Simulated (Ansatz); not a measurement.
System: CH₂BBr₂O, net charge 0, doublet state. It need not be the lowest isomer of its formula. SMILES: [CH2]OB(Br)Br
Geometry from a B3LYP-D3(BJ)/def2-TZVP (Ansatz, an electronic-structure program) optimisation:
```xyz
7

C     -2.7059     0.5350     0.4242
O     -1.7444    -0.1868    -0.1970
B     -0.4083    -0.0865    -0.0839
Br     0.4332     1.2069     1.0757
Br     0.6631    -1.2886    -1.1280
H     -3.7149     0.2647     0.1667
H     -2.4214     1.3113     1.1162
```
Charge 0, spin multiplicity 2.

Property: atomisation energy (electronic, to ground-state atoms), in eV. Cores are frozen in the correlated levels unless marked. UHF or UKS for open shells. No spin-orbit coupling. Frozen are the shells of the preceding noble gas and the d and f shells that filled before the atom's block. Non-relativistic. The coupled-cluster limit lacks core correlation, which all-electron functionals hold. CBS(X,Y): correlation extrapolated as X^-3; Hartree-Fock from the larger set.

| level | program | atomisation energy (eV) | minus last row |
|---|---|---|---|
| HF/6-31G | Ansatz | 17.01 | -9.20 |
| HF/cc-pVDZ | Ansatz | 18.70 | -7.51 |
| HF/cc-pVQZ | Ansatz | 19.12 | -7.09 |
| PBE/def2-TZVPD | Ansatz | 27.28 | 1.07 |
| BLYP-D3(BJ)/def2-TZVPD | Ansatz + dftd3 | 26.41 | 0.20 |
| PBE0/6-31G* | Ansatz | 26.67 | 0.46 |
| PBE0-D3(BJ)/def2-TZVP | Ansatz + dftd3 | 26.78 | 0.57 |
| BHLYP-D4/def2-TZVPD | Ansatz + dftd4 | 25.36 | -0.85 |
| wB97X-V/def2-TZVPD | Ansatz | 26.35 | 0.14 |
| B2GP-PLYP/def2-TZVPD | Ansatz | 25.98 | -0.23 |
| B2PLYP/def2-TZVPD | Ansatz | 26.00 | -0.21 |
| MP2/CBS(cc-pVTZ,cc-pVQZ) | Ansatz | 27.17 | 0.96 |
| RI-MP2/cc-pVQZ | Ansatz | 26.85 | 0.64 |
| RI-MP2/CBS(cc-pVTZ,cc-pVQZ) | Ansatz | 27.17 | 0.96 |
| SCS-MP2/6-31G | Ansatz | 21.58 | -4.63 |
| CCSD/6-31G* | Ansatz | 23.79 | -2.42 |
| CCSD/cc-pVDZ | Ansatz | 23.66 | -2.55 |
| CCSD/CBS(cc-pVTZ,cc-pVQZ) | Ansatz | 25.59 | -0.62 |
| CCSD(T)/STO-3G | Ansatz | 26.23 | 0.02 |
| CCSD(T)/6-31G | Ansatz | 21.49 | -4.72 |
| CCSD(T)/CBS(cc-pVTZ,cc-pVQZ) | Ansatz | 26.21 | 0.00 |
